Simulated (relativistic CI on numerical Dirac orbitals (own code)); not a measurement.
# Judd-Ofelt analysis for Eu3+

Method of calculation: Dirac-Coulomb-Breit CI, separate exchange-only KLI orbitals for each configuration, QED by a radiative potential, valence Slater integrals scaled by 0.85 (own radial code, finite nucleus).

Configuration 4f6 alone, in intermediate coupling. Take Ω₂ = 4.67, Ω₄ = 2.14, Ω₆ = 3.43 (10⁻²⁰ cm²) and refractive index n = 2.07 as given. A_ED = 64π⁴e²ν³ n(n² + 2)²/[27h(2J + 1)] Σ Ω_λ |U^λ|², in Gaussian units with ν in cm⁻¹, and A_MD is n³ times the free-ion magnetic-dipole rate; a dash marks a rate that is forbidden or under 2 % of the level's free-ion decay.

Emitting level 5D_0 at 16279 cm⁻¹ (radiative decay alone: multiphonon quenching in a host is left out, and the level can lie too high or too low):

| To | ν (cm⁻¹) | U² squared | U⁴ squared | U⁶ squared | Free-ion A(M1) (s⁻¹) |
| --- | --- | --- | --- | --- | --- |
| 7F_0 | 16279 | 0.0000 | 0.0000 | 0.0000 | - |
| 7F_1 | 15890 | 0.0000 | 0.0000 | 0.0000 | 13.1 |
| 7F_2 | 15215 | 0.0038 | 0.0000 | 0.0000 | - |
| 7F_3 | 14352 | 0.0000 | 0.0000 | 0.0000 | - |
| 7F_4 | 13375 | 0.0000 | 0.0029 | 0.0000 | - |
| 7F_5 | 12334 | 0.0000 | 0.0000 | 0.0000 | - |
| 7F_6 | 11264 | 0.0000 | 0.0000 | 0.0000 | - |

**Question.** Give the rates, branching ratios and the radiative lifetime.

**Answer.** The rates are:

| To | λ (nm) | A_ED (s⁻¹) | A_MD (s⁻¹) | β (%) |
| --- | --- | --- | --- | --- |
| 7F_0 | 614 | 0 | 0 | 0.0 |
| 7F_1 | 629 | 0 | 116 | 18.5 |
| 7F_2 | 657 | 415 | 0 | 65.8 |
| 7F_3 | 697 | 0 | 0 | 0.0 |
| 7F_4 | 748 | 99.1 | 0 | 15.7 |
| 7F_5 | 811 | 0 | 0 | 0.0 |
| 7F_6 | 888 | 0 | 0 | 0.0 |

τ_rad = 1.58e-03 s. Computed level positions enter as ν³, so measured ones would change the rates. For the strongest line (657 nm) and an assumed effective width Δλ = 13 nm (300 cm⁻¹), the Füchtbauer-Ladenburg formula σ = λ⁴A/(8πcn²Δλ) gives a peak emission cross-section of 0.19 × 10⁻²⁰ cm².
